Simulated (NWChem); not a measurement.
The numbers come from NWChem runs, not from measurements. System: C2H5S, charge 0, spin multiplicity 2, at a geometry optimised with UPBE/def2-SVP. The structure started from a generated list of species. Its SCF solution wasn't tested for a lower state. Level: UPBE/def2-TZVP.

Input file:

```
start mol
memory heap 200 mb stack 900 mb global 1100 mb
geometry units angstroms nocenter noautoz noautosym
  C      1.440376     0.040460    -0.314420
  S     -0.013803    -0.288651     0.544343
  C     -1.273251     0.387361    -0.580373
  H      2.367970    -0.333212     0.140834
  H      1.476164     0.820060    -1.089909
  H     -1.111328     1.471648    -0.745607
  H     -1.258390    -0.146208    -1.551378
  H     -2.256316     0.239208    -0.094664
end
basis spherical
  * library def2-tzvp
end
dft
  xc xpbe96 cpbe96
  odft
  mult 2
  semidirect memsize 60000000 filesize 0
  iterations 100
end
task dft energy
```

Output (cleaned and shortened):

```
             Northwest Computational Chemistry Package (NWChem) 7.3.0
             --------------------------------------------------------

                                NWChem Input Module
                                -------------------

 Scaling coordinates for geometry "geometry" by  1.889725989
 (inverse scale =  0.529177249)

                             Geometry "geometry" -> ""
                             -------------------------

 Output coordinates in angstroms (scale by  1.889725989 to convert to a.u.)

  No.       Tag          Charge          X              Y              Z
 ---- ---------------- ---------- -------------- -------------- --------------
    1 C                    6.0000     1.44037600     0.04046000    -0.31442000
    2 S                   16.0000    -0.01380300    -0.28865100     0.54434300
    3 C                    6.0000    -1.27325100     0.38736100    -0.58037300
    4 H                    1.0000     2.36797000    -0.33321200     0.14083400
    5 H                    1.0000     1.47616400     0.82006000    -1.08990900
    6 H                    1.0000    -1.11132800     1.47164800    -0.74560700
    7 H                    1.0000    -1.25839000    -0.14620800    -1.55137800
    8 H                    1.0000    -2.25631600     0.23920800    -0.09466400

 Effective nuclear repulsion energy (a.u.)     103.1670072453

            Nuclear Dipole moment (a.u.)
            ----------------------------
        X                 Y               Z
 ---------------- ---------------- ----------------
     0.0000037795     0.0000113384     0.0000113384


 Summary of "ao basis" -> "" (spherical)
 ------------------------------------------------------------------------------
       Tag                 Description            Shells   Functions and Types
 ---------------- ------------------------------  ------  ---------------------
 *                         def2-tzvp                  on all atoms

  pbe96 is a nonlocal functional; adding pw91lda local functional.

                                 NWChem DFT Module
                                 -----------------

 Summary of "ao basis" -> "ao basis" (spherical)
 ------------------------------------------------------------------------------
       Tag                 Description            Shells   Functions and Types
 ---------------- ------------------------------  ------  ---------------------
 C                         def2-tzvp                11       31   5s3p2d1f
 S                         def2-tzvp                13       37   5s5p2d1f
 H                         def2-tzvp                 4        6   3s1p

 Summary of "ao basis" -> "ao basis" (spherical)
 ------------------------------------------------------------------------------
       Tag                 Description            Shells   Functions and Types
 ---------------- ------------------------------  ------  ---------------------
 C                         def2-tzvp                11       31   5s3p2d1f
 S                         def2-tzvp                13       37   5s5p2d1f
 H                         def2-tzvp                 4        6   3s1p

            General Information
            -------------------
          SCF calculation type: DFT
          Wavefunction type:  spin polarized.
          No. of atoms     :     8
          No. of electrons :    33
           Alpha electrons :    17
            Beta electrons :    16
          Charge           :     0
          Spin multiplicity:     2
          Use of symmetry is: off; symmetry adaption is: off
          Maximum number of iterations: 100
          AO basis - number of functions:   129
                     number of shells:    55
          Convergence on energy requested:  1.00D-06
          Convergence on density requested:  1.00D-05
          Convergence on gradient requested:  5.00D-04

              XC Information
              --------------
          PerdewBurkeErnzerhof Exchange Functional  1.000
            Perdew 1991 LDA Correlation Functional  1.000 local
           PerdewBurkeErnz. Correlation Functional  1.000 non-local

             Grid Information
             ----------------
          Grid used for XC integration:  medium
          Radial quadrature: Mura-Knowles
          Angular quadrature: Lebedev.
          Tag              B.-S. Rad. Rad. Pts. Rad. Cut. Ang. Pts.
          ---              ---------- --------- --------- ---------
          C                   0.70       49          11.0       434
          S                   1.00       88           9.0       590
          H                   0.35       45          12.0       434
          Grid pruning is: on
          Number of quadrature shells:   411
          Spatial weights used:  Erf1

          Convergence Information
          -----------------------
          Convergence aids based upon iterative change in
          total energy or number of iterations.
          Levelshifting, if invoked, occurs when the
          HOMO/LUMO gap drops below (HL_TOL):  1.00D-02
          DIIS, if invoked, will attempt to extrapolate
          using up to (NFOCK): 10 stored Fock matrices.

                    Damping( 0%)  Levelshifting(0.5)       DIIS
                  --------------- ------------------- ---------------
          dE  on:    start            ASAP                start
          dE off:    2 iters        100 iters           100 iters

      Screening Tolerance Information
      -------------------------------
          Density screening/tol_rho:  1.00D-10
          AO Gaussian exp screening on grid/accAOfunc:  14
          CD Gaussian exp screening on grid/accCDfunc:  20
[...]
              MO Center= -3.6D-01, -1.1D-02,  8.7D-02, r^2= 4.4D+00
   Bfn.  Coefficient  Atom+Function         Bfn.  Coefficient  Atom+Function
  ----- ------------  ---------------      ----- ------------  ---------------
    73      2.028352  3 C  s                  5     -1.010900  1 C  s
    49      1.011836  2 S  px               114     -0.706079  6 H  s
   120     -0.633903  7 H  s                126     -0.509155  8 H  s
   108      0.463186  5 H  s                 36     -0.351138  2 S  s
    80      0.351436  3 C  px                46      0.315236  2 S  px

 Vector   19  Occ=0.000000D+00  E= 2.584373D-02
              MO Center= -3.7D-01,  6.4D-01, -8.2D-01, r^2= 6.6D+00
   Bfn.  Coefficient  Atom+Function         Bfn.  Coefficient  Atom+Function
  ----- ------------  ---------------      ----- ------------  ---------------
    73      2.981008  3 C  s                114     -1.480755  6 H  s
   120     -1.332256  7 H  s                126     -1.199594  8 H  s
   108     -1.118088  5 H  s                  5      0.681285  1 C  s
   102     -0.608138  4 H  s                 12      0.362461  1 C  px
    82     -0.341132  3 C  pz                 4      0.321149  1 C  s

 Vector   20  Occ=0.000000D+00  E= 3.901764D-02
              MO Center=  2.3D-01, -8.1D-02,  1.1D-01, r^2= 5.1D+00
   Bfn.  Coefficient  Atom+Function         Bfn.  Coefficient  Atom+Function
  ----- ------------  ---------------      ----- ------------  ---------------
    36      1.608068  2 S  s                  5     -1.268372  1 C  s
   102      0.787910  4 H  s                 51     -0.682915  2 S  pz
    80     -0.601766  3 C  px                 4     -0.571579  1 C  s
    49      0.533188  2 S  px                14     -0.471129  1 C  pz
   126     -0.375599  8 H  s                 12      0.365290  1 C  px

                     DFT Final Beta Molecular Orbital Analysis
                     -----------------------------------------

 Vector   14  Occ=1.000000D+00  E=-3.357676D-01
              MO Center=  1.9D-01,  6.3D-02, -1.6D-01, r^2= 3.7D+00
   Bfn.  Coefficient  Atom+Function         Bfn.  Coefficient  Atom+Function
  ----- ------------  ---------------      ----- ------------  ---------------
    46     -0.247923  2 S  px                 6      0.238072  1 C  px
    74      0.229850  3 C  px               101      0.195799  4 H  s
    77      0.173499  3 C  px               125     -0.166886  8 H  s
     9      0.158765  1 C  px               100      0.129711  4 H  s
    43     -0.115155  2 S  px               124     -0.114553  8 H  s

 Vector   15  Occ=1.000000D+00  E=-2.887399D-01
              MO Center=  1.5D-02, -1.4D-01,  3.2D-01, r^2= 2.6D+00
   Bfn.  Coefficient  Atom+Function         Bfn.  Coefficient  Atom+Function
  ----- ------------  ---------------      ----- ------------  ---------------
    48      0.372138  2 S  pz                51      0.233207  2 S  pz
    35      0.227270  2 S  s                 36      0.194685  2 S  s
    45      0.172744  2 S  pz                76     -0.153743  3 C  pz
    34     -0.148276  2 S  s                 39     -0.145404  2 S  pz
    47     -0.142304  2 S  py               107      0.130450  5 H  s

 Vector   16  Occ=1.000000D+00  E=-2.365144D-01
              MO Center=  2.6D-01, -1.7D-01,  1.8D-01, r^2= 2.2D+00
   Bfn.  Coefficient  Atom+Function         Bfn.  Coefficient  Atom+Function
  ----- ------------  ---------------      ----- ------------  ---------------
    47      0.405996  2 S  py                50      0.268759  2 S  py
    44      0.187557  2 S  py                38     -0.156348  2 S  py
    48      0.155622  2 S  pz                 8      0.134119  1 C  pz
     7      0.121774  1 C  py                11      0.111407  1 C  pz
    10      0.109476  1 C  py                51      0.095117  2 S  pz

 Vector   17  Occ=0.000000D+00  E=-8.687125D-02
              MO Center=  9.0D-01, -6.2D-02, -1.3D-01, r^2= 2.6D+00
   Bfn.  Coefficient  Atom+Function         Bfn.  Coefficient  Atom+Function
  ----- ------------  ---------------      ----- ------------  ---------------
    13      0.332576  1 C  py                50     -0.289394  2 S  py
    14      0.282132  1 C  pz                 7      0.266621  1 C  py
    47     -0.238272  2 S  py                10      0.232331  1 C  py
   120     -0.228127  7 H  s                  8      0.218656  1 C  pz
    11      0.195539  1 C  pz                51     -0.184257  2 S  pz

 Vector   18  Occ=0.000000D+00  E=-4.222403D-03
              MO Center= -4.4D-01,  1.6D-02,  5.9D-02, r^2= 4.5D+00
   Bfn.  Coefficient  Atom+Function         Bfn.  Coefficient  Atom+Function
  ----- ------------  ---------------      ----- ------------  ---------------
    73      2.146671  3 C  s                 49      0.997995  2 S  px
     5     -0.941071  1 C  s                114     -0.770597  6 H  s
   120     -0.645107  7 H  s                126     -0.572901  8 H  s
   108      0.432124  5 H  s                 36     -0.410426  2 S  s
    80      0.357705  3 C  px                46      0.302590  2 S  px

 Vector   19  Occ=0.000000D+00  E= 2.901729D-02
              MO Center= -5.2D-01,  6.3D-01, -7.6D-01, r^2= 6.3D+00
   Bfn.  Coefficient  Atom+Function         Bfn.  Coefficient  Atom+Function
  ----- ------------  ---------------      ----- ------------  ---------------
    73      2.930174  3 C  s                114     -1.497160  6 H  s
   120     -1.312081  7 H  s                126     -1.252032  8 H  s
   108     -1.099815  5 H  s                  5      0.602661  1 C  s
   102     -0.495759  4 H  s                 12      0.380021  1 C  px
    82     -0.374562  3 C  pz                80     -0.358679  3 C  px

   alpha - beta orbital overlaps
   -----------------------------

   alpha      1      2      3      4      5      6      7      8      9     10
    beta      1      2      3      4      5      6      7      8      9     10
 overlap   1.000  1.000  1.000  1.000  1.000  0.993  0.993  0.998  0.995  0.996

   alpha     11     12     13     14     15     16     17     18     19     20
    beta     11     12     13     14     15     16     17     18     19     20
 overlap   0.992  0.982  0.986  0.998  0.991  0.980  0.986  0.997  0.990  0.989

   alpha     21     22     23     24     25     26     27     28     29     30
    beta     21     22     23     24     25     26     27     28     29     30
 overlap   0.998  0.998  0.995  0.996  0.998  0.990  0.992  0.948  0.855  0.831

   alpha     31     32     33     34     35     36     37     38     39     40
    beta     31     32     33     34     35     36     37     38     39     40
 overlap   0.970  0.978  0.998  0.978  0.884  0.817  0.818  0.946  0.966  0.972

   alpha     41     42     43     44     45     46     47     48     49     50
    beta     41     42     43     44     45     46     47     48     49     50
 overlap   0.964  0.996  0.995  0.993  0.995  0.998  0.994  0.988  0.995  0.989

   alpha     51     52     53     54     55     56     57     58     59     60
    beta     51     52     53     54     56     55     57     58     59     60
 overlap   0.979  0.988  0.978  0.993  0.699  0.710  0.985  0.866  0.825  0.984

   alpha     61     62     63     64     65     66     67     68     69     70
    beta     61     62     63     64     65     66     67     68     69     70
 overlap   0.943  0.975  0.978  0.986  0.988  0.991  0.992  0.988  0.987  0.996

   alpha     71     72     73     74     75     76     77     78     79     80
    beta     71     72     73     74     75     77     77     78     79     80
 overlap   0.994  0.991  0.994  0.998  0.900  0.743  0.653  0.997  0.971  0.963

   alpha     81     82     83     84     85     86     87     88     89     90
    beta     81     82     83     84     85     86     87     88     89     90
 overlap   0.989  0.999  0.991  0.991  0.999  0.995  0.997  0.996  0.997  0.908

   alpha     91     92     93     94     95     96     97     98     99    100
    beta     91     92     93     94     95     96     97     98     99    100
 overlap   0.903  0.988  0.995  0.999  0.994  0.984  0.987  0.996  0.920  0.906

   alpha    101    102    103    104    105    106    107    108    109    110
    beta    101    103    102    104    105    106    107    108    109    110
 overlap   0.842  0.838  0.913  0.987  0.997  0.987  0.993  0.975  0.968  0.982

   alpha    111    112    113    114    115    116    117    118    119    120
    beta    112    111    113    114    115    116    117    118    119    120
 overlap   0.735  0.743  0.963  0.969  0.995  0.991  0.992  0.999  0.999  1.000

   alpha    121    122    123    124    125    126    127    128    129
    beta    121    122    123    124    125    126    127    128    129
 overlap   1.000  0.999  0.999  1.000  1.000  1.000  1.000  1.000  1.000

     --------------------------
     Expectation value of S2:
     --------------------------
      <S2> =      0.7539 (Exact =     0.7500)

 center of mass
 --------------
 x =   0.02404068 y =  -0.06279457 z =   0.10219347

 moments of inertia (a.u.)
 ------------------
          93.575926544939          23.740390379994         -17.438341172924
          23.740390379994         281.759701135180          34.327078567719
         -17.438341172924          34.327078567719         241.523468151560

     Multipole analysis of the density
     ---------------------------------

     L   x y z        total         alpha         beta         nuclear
     -   - - -        -----         -----         ----         -------
     0   0 0 0     -0.000000    -17.000000    -16.000000     33.000000

     1   1 0 0     -0.347793     -1.066918      0.719121      0.000004
     1   0 1 0      0.292448      0.217062      0.075374      0.000011
     1   0 0 1     -0.302974     -0.023277     -0.279708      0.000011

     2   2 0 0    -18.114777    -80.005226    -73.360235    135.250684
     2   1 1 0     -0.307369      7.136888      7.252644    -14.696900
     2   1 0 1      0.624948     -4.727721     -6.486475     11.839144
     2   0 2 0    -20.822033    -20.831819    -18.813642     18.823428
     2   0 1 1     -0.966970      9.496535     10.152336    -20.615840
     2   0 0 2    -20.559598    -32.171596    -29.578464     41.190463

 Task  times  cpu:       22.6s     wall:       22.6s

 Total times  cpu:       22.6s     wall:       22.6s
```
